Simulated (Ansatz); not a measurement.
`C=[CH][GeH2][Cl]` + HCl → `[Cl][GeH2][Cl]` + `C=C` at 500 K and 1 bar (ligand exchange at a Ge–C bond).

Program: Ansatz. Geometries: PBE0-D4/def2-TZVP. ΔE: electronic, gas phase. CCSD(T)/CBS is the MP2 limit (def2-TZVPP, def2-QZVPP) plus CCSD(T) − MP2 in def2-TZVPP, frozen cores. This one scheme is used for every species. For Ge outer-core shells are correlated without core-valence functions, which leaves a few kJ/mol of doubt a bond. Scalar relativity is left out up to krypton. One conformer a species, not always the lowest.

```
           species  CCSD(T)/CBS energy (Eh)  H − E (kJ/mol)  S (J/(mol·K))
`C=[CH][GeH2][Cl]`              -2615.01675           196.5          386.7
               HCl               -460.38127            32.5          201.9
  `[Cl][GeH2][Cl]`              -2996.94498            78.7          339.3
             `C=C`                -78.48111           155.1          245.3
```

H − E and S are ideal-gas, rigid-rotor, harmonic terms from PBE0-D4/def2-TZVP, for one conformer and one mirror image of each species. 1 Eh = 2625.50 kJ/mol, R = 8.31446 J/(mol·K).

Problem. By hand: ΔE, ΔH, ΔS and ΔG.

Solution. ΔE = (-2996.94498) + (-78.48111) − (-2615.01675) − (-460.38127) = -0.02807 Eh = -73.7 kJ/mol. Δ(H − E) = 78.7 + 155.1 − 196.5 − 32.5 = 4.8, so ΔH = -68.9 kJ/mol. ΔS = 339.3 + 245.3 − 386.7 − 201.9 = -4.0 J/(mol·K). ΔG = -68.9 − 500 × (-4.0)/1000 = -66.9 kJ/mol.

Problem. By hand: the equilibrium constant, and the temperature at which ΔG would vanish if ΔH and ΔS stayed fixed.

Solution. log₁₀ K = −ΔG/(RT ln 10) = 7.0. ΔG = 0 at ΔH/ΔS = 17225 K, far beyond where these terms or the molecules hold.

The number of gas molecules stays the same, so ΔS is small and ΔH decides. A doubt of 5 kJ/mol in ΔE shifts log₁₀ K by 0.5 here. Other conformers and mirror images would add mixing entropy, several J/(mol·K) or more a flexible species. These are equilibria of isolated gas molecules and say nothing of rates. Largest T1 diagnostic: 0.011 (customary marks: 0.02 for closed shells, 0.045 for open ones).
